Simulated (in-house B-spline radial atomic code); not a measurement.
Configurations of O IV (O3+), with energies counted from [He] 2s2 2p1. All numbers are computed (scalar-relativistic (X2C) BHandHLYP, spin-polarised, spherical fractional occupations, exact exchange averaged over the configuration; Fermi nucleus of rms radius 2.6991 fm) with a B-spline radial code for spherical atoms, not measured. Shells without spins written out take the highest spin.

| configuration | E - E(ref) (eV) | highest orbital | its <r> (bohr) |
| --- | --- | --- | --- |
| [He] 2s2 3p1 | 48.624 | 3p up | 2.585 |
| [He] 2s2 3d1 | 52.173 | 3d up | 2.41 |
| [He] 2s1 2p1 3s1 | 53.942 | 3s up | 2.509 |

Problem. Order these further configurations by energy, lowest first.
A. [He] 2s1 2p1 3d1
B. [He] 2s2 3s1
C. [He] 2s1 2p2

Solution. C (8.5072 eV), B (44.729 eV), A (61.256 eV).
